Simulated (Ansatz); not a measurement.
Geometry optimisation, RKS revPBE-D4/def2-SVPD in Ansatz.

Input:

```yaml
crystal:
  periodic: [false, false, false]
  atoms:
    - { symbol: Al, position_ang: [0.0, 0.0, 0.0] }
    - { symbol: Cl, position_ang: [1.5382, 0.0, 1.8812] }
    - { symbol: H, position_ang: [1.7598, 0.0, 0.023] }
    - { symbol: O, position_ang: [-1.5415, 0.0, -0.89] }
    - { symbol: Si, position_ang: [-2.6907, -1.2238, -0.8267] }
    - { symbol: H, position_ang: [-2.2881, -2.2198, 0.162] }
    - { symbol: H, position_ang: [-3.9833, -0.6595, -0.4496] }
    - { symbol: H, position_ang: [-2.8007, -1.8572, -2.1376] }
basis:
  gaussian: { orbitals: def2-SVPD }
hamiltonian:
  xc: revpbe
  dispersion: d4
relax:
  f_tol: 0.15
  max_steps: 25
  restrain:
    - { distance: [1, 2], at: 2.57, k: 30.0 }
    - { distance: [0, 1], at: 2.23, k: 30.0 }
    - { distance: [0, 2], at: 1.56, k: 30.0 }
output:
  orbitals: {}
```

Launched with:

```bash
$ ansatz run input.yaml --threads 4 --pin off --max-ram 5120MiB --backend cpu --events-out ev --progress --plain --runs-dir out
```

Q: Where does it end, and by what steps?

A: It converged. The restraints hold the end off the free minimum; the threshold counts their pulls, which the force column leaves out. Restrained pairs: Cl2–H3 (1.87 → 2.62 Å), Al1–Cl2 (2.43 → 2.19 Å), Al1–H3 (1.76 → 1.55 Å). After 8 steps the energy has fallen by 2.510 eV (the restraints' own energy left out); O4 moved furthest, 0.77 Å.

```csv
step,energy less start (eV),largest force component (eV/Å),accepted
0,0.0000,1.730,yes
1,-0.8536,1.755,yes
2,-1.6625,1.571,yes
3,-2.2501,1.163,yes
4,-2.4318,1.240,yes
5,-2.4548,1.275,yes
6,-2.4653,1.289,yes
7,-2.4711,1.271,yes
8,-2.5101,1.288,yes
```

```xyz
8
Properties=species:S:1:pos:R:3
Al 0.337 -0.074 -0.001
Cl 1.039 0.195 2.052
H 1.734 0.414 -0.462
O -1.138 -0.609 -0.645
Si -2.667 -1.318 -0.765
H -2.708 -2.548 0.093
H -3.701 -0.335 -0.309
H -2.903 -1.686 -2.200
```

The run took 15 s on 4 threads of Arm Neoverse V1 (shared host), peak memory 0.18 GiB.
